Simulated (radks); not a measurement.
All-electron atom: Rb I in [Kr] 7d1 (not the ground configuration).

Calculated with a radial shooting solver on a logarithmic mesh with Libxc functionals: scalar-relativistic Kohn-Sham, PBE, spin-polarised, spherical densities, point nucleus; open shells are filled with parallel spins first (spin-orbit coupling, left out, can overturn this in heavy ions).

Energy parts (eV):
total: -81118.933
kinetic: 83079.402
electron-nucleus: -195326.872
Hartree: 33865.417
exchange-correlation: -2736.881

Orbitals (lengths in bohr, moments of r in powers of bohr):
orbital  occ.  eigenvalue (eV)      <r>
1s down     1        -15038.57  0.04029
1s up       1        -15038.57  0.04029
2s up       1        -2012.980   0.1778
2s down     1        -2012.980   0.1778
2p up       3        -1784.987   0.1551
2p down     3        -1784.987   0.1551
3s up       1        -302.7408   0.5105
3s down     1        -302.7404   0.5105
3p up       3        -229.6148   0.5187
3p down     3        -229.6144   0.5187
3d up       5        -108.7013   0.5253
3d down     5        -108.7008   0.5253
4s up       1         -36.5953    1.454
4s down     1         -36.5891    1.454
4p up       3         -20.6205    1.715
4p down     3         -20.6122    1.715
7d up       1          -0.3956    36.32

The highest occupied level is 7d up at -0.396 eV. Spin moment in Bohr magnetons: 1. Summed over all electrons, <r^2> = 1504 bohr^2, which gives a Langevin (diamagnetic) susceptibility term of -1.19e+03 x 10^-6 cm^3/mol.
